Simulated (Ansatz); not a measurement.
C2H9NSi, SMILES CN(C)[SiH3].

The structure is a stationary point at r2SCAN-D4/def2-SVP.

Two levels are set side by side: PBE/def2-SVPD (Ansatz, a program for electronic structure) and CAM-B3LYP/def2-SVPD (Ansatz). Energy differences of separate SCF runs at the same geometry; the states with an electron removed or added have multiplicity 2 and 2. Differences are taken from unrounded values.

```json
[
 {"quantity": "vertical ionisation energy (eV)", "PBE": "8.21"},
 {"quantity": "vertical singlet–triplet gap (eV)", "PBE": "4.94"}
]
```

Task: These are the PBE values. What does CAM-B3LYP give? (The exact figures need the calculation; the answer reports its results.)

Result: 
| quantity | CAM-B3LYP | PBE minus CAM-B3LYP |
|---|---|---|
| vertical ionisation energy (eV) | 8.44 | -0.23 |
| vertical singlet–triplet gap (eV) | 5.53 | -0.59 |
